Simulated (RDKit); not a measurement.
RDKit input (UFF):

```python
from rdkit import Chem
from rdkit.Chem import AllChem, rdDetermineBonds

mol = Chem.MolFromXYZFile('mol.xyz')
rdDetermineBonds.DetermineBonds(mol, charge=1)
print('SMILES', Chem.MolToSmiles(Chem.RemoveHs(mol)))
ff = AllChem.UFFGetMoleculeForceField(mol)
e0 = ff.CalcEnergy()
flag = ff.Minimize(maxIts=5000, forceTol=1e-5)
print(f'energy {e0:.4f} -> {ff.CalcEnergy():.4f} kcal/mol, converged: {flag == 0}')
print(Chem.MolToXYZBlock(mol))
```
mol.xyz:
```
6

O     -1.84031000    -0.55736000     0.07282300
B     -0.41975700    -0.12712800     0.01661000
Br    -0.11177900     1.57013600     0.70785600
Br     0.72596900    -1.38412100    -0.73216100
H     -2.54200300     0.01247500     0.44369100
H     -2.13338900    -1.42847300    -0.25868200
```

Output:

```
SMILES [OH2+]B(Br)Br
energy 37.0042 -> 3.0085 kcal/mol, converged: True
6

O     -1.752560   -0.982152    0.276399
B     -0.558787   -0.177975    0.025267
Br    -0.713990    1.633117   -0.815830
Br     1.241577   -0.889528    0.524248
H     -2.338761   -0.419404    0.842574
H     -2.198749   -1.078528   -0.602520
```

The dipole moment of an ion depends on the origin.

The geometry given is a B3LYP-D3(BJ)/def2-TZVP minimum.
